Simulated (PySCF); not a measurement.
# Be₂S₂: adding exact exchange

Base calculation in PySCF with density fitting and no spin–orbit coupling, PBE/def2-TZVP (no relativity): singlet, D2h, Be–S 1.935 Å (×4); Be–S–Be 60.4° (×2), S–Be–S 119.6° (×2); wavenumbers 291, 430, 524, 656, 830, 877 cm⁻¹; gap between the highest occupied and lowest empty levels 2.24 eV, polar-tensor charge of Be 0.65 e, atomisation energy (no zero-point energy) 1279 kJ/mol.

Question: What changes on going to PBE0/def2-TZVP (no relativity)?

Answer: The point group stays the same. Changes: mean bond to Be -0.011 Å, highest wavenumber +29 cm⁻¹, lowest wavenumber +12 cm⁻¹, gap between the highest occupied and lowest empty levels +1.83 eV, polar-tensor charge of Be +0.06 e, atomisation energy (no zero-point energy) -26 kJ/mol. The new structure has Be–S 1.924 Å (×4); Be–S–Be 60.8° (×2), S–Be–S 119.2° (×2), with wavenumbers 303, 444, 544, 678, 843, 906 cm⁻¹. Exact exchange shortens and stiffens the bonds and opens the gap, the usual pattern.

Each species is the lowest minimum found with this bonding; other isomers or fragments can lie lower.
